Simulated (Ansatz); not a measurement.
Coupled-cluster diagnostics for Ge(SiH3)2H2 (Si2GeH8), Ansatz.

Geometry of the singlet (PBE-D4/def2-SVP):

Cartesian coordinates in Å:
```
Ge -0.029 0.963 -0.240
Si -0.888 -0.809 -1.600
Si 0.909 0.085 1.780
H 0.223 -1.764 -1.947
H -1.487 -0.278 -2.875
H -1.948 -1.561 -0.841
H 2.023 -0.871 1.447
H -0.150 -0.659 2.548
H 1.458 1.185 2.650
H -1.170 1.962 0.103
H 1.059 1.748 -1.026
```

Correlated methods freeze 19 core orbitals; core or outer-core shells of Ge are correlated, in sets that lack core-valence functions.

Estimate the CCSD(T) correlation energy, the shares of MP2 and (T), T1 and the reference's ⟨S²⟩ for: charge 0, singlet, own geometry in def2-TZVP; and the rough time on 2 threads of Intel Xeon Platinum 8488C on a shared host.


```tsv
state	basis	correlation (eV)	MP2 share (%)	(T) share (%)	T1	⟨S²⟩ (pure)	wall time
charge 0, singlet, own geometry	def2-TZVP	-15.777	86.0	3.2	0.013	0.00 (0.00)	32 s
```
Customary marks for T1 are 0.02 (closed shells), 0.045 (open shells) and about 0.05 (3d metals). T1 stays under 0.02 throughout.
